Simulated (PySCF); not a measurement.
Labels have come off several samples. The candidates:

A. SMILES C#CCn1ccc(C)n1
B. SMILES CCc1ccc(C#N)[nH]1
C. `O=COC1(C(F)(F)F)CC1`

Spectrum 1. 1H NMR (500 MHz, computed): δ 7.59 (m, 1H), 6.37 (m, 1H), 4.97 (d, 2H), 2.44 (s, 3H), 1.83 (t, 1H). 13C{1H} NMR (computed): δ 151.0 (C), 133.5 (CH), 113.2 (CH), 84.7 (C), 80.6 (CH), 43.2 (CH2), 15.9 (CH3).

Spectrum 2. 1H NMR (500 MHz, computed): δ 8.02 (s, 1H), 1.43 (m, 2H), 1.39 (m, 2H). 13C{1H} NMR (computed): δ 165.4 (CH), 133.4 (C), 58.2 (C), 13.9 (CH2).

Spectrum 3. 1H NMR (500 MHz, computed): δ 7.65 (br s, 1H), 7.02 (m, 1H), 6.23 (m, 1H), 2.65 (q, 2H), 1.23 (t, 3H). 13C{1H} NMR (computed): δ 143.5 (C), 128.8 (CH), 119.1 (C), 112.7 (CH), 104.2 (C), 26.4 (CH2), 20.4 (CH3).

Non-relativistic, in vacuum, one conformer, averaged over atoms made equivalent by symmetry, fast rotation or ring inversion. Geometry: GFN2-xTB; NMR shieldings at PBE0/pcSseg-1/GIAO; PySCF.

References, each an isolated molecule treated in the same way: TMS for 1H (σref 31.72) and 13C (σref 186.93). Splittings of carbon signals by F and P are missing where no couplings were computed. Where no couplings were computed, multiplicities follow the n + 1 count of equivalent neighbours, and m marks all less simple cases (inequivalent or close neighbours, rings, F or P nearby). Shifts are as computed. Against solution values, carbons near 30 ppm lie about +3 ppm off and those near 130 ppm about +5 ppm. Of 1211 compounds with measured shifts, 218 miss one by over three times the rms of a fit or turn the order of signals round; such compounds aren't used in these exercises. OH and NH positions are gas-phase values without hydrogen bonding to other molecules.

Match each spectrum to its structure.

## Answers

1–A, 2–C, 3–B.

- Spectrum 1 (A): 7 13C signals; δC 84.7 is an alkyne carbon; δC 80.6 is a terminal alkyne carbon.
- Spectrum 2 (C): 4 13C signals; δC 165.4 is an ester carbonyl carbon; δC 133.4 is a CF3 carbon.
- Spectrum 3 (B): 7 13C signals; δC 128.8 is an aromatic CH; δC 119.1 is a nitrile carbon.
